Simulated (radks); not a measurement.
Species: Ta59+. Configuration: [Ne] 3s2 3p2 (the NIST ground configuration).

Calculated with a radial shooting solver on a logarithmic mesh with Libxc functionals: Dirac Kohn-Sham, PBE, spin-unpolarised, spherical densities, finite nucleus; open shells fill j = l - 1/2 first; Fermi nuclear charge, rms radius 5.3507 fm.

Energy parts (hartree):
total: -11723.4683
kinetic: 13555.3891
electron-nucleus: -26228.1452
Hartree: 1103.6524
exchange-correlation: -154.3646

Orbitals (lengths in bohr, moments of r in powers of bohr; r(90%) holds 90 % of the orbital's charge):
orbital  occ.  eigenvalue (hartree)  r(90%)
1s1/2       2             -2645.425  0.0339
2s1/2       2             -590.5029   0.121
2p1/2       2             -573.9826   0.106
2p3/2       4             -526.0736   0.116
3s1/2       2             -238.2522   0.273
3p1/2       2             -232.2315   0.263
3p3/2       0             -219.5279   0.278

The highest occupied level is 3p1/2 at -6319.3 eV. For comparison, the ionisation energy in NIST's Atomic Spectra Database is 6364 eV (theoretical). In exact Kohn-Sham theory the highest level is minus the ionisation energy, but local and semilocal functionals leave it too shallow, through self-interaction and a potential that decays too fast; potentials with the right tail come closer. The electron density at the nucleus is 1.315e+06 e/bohr^3.

Beside tabulated values, note that spin-unpolarised runs miss the spin-polarisation part of the exchange energy of open shells.
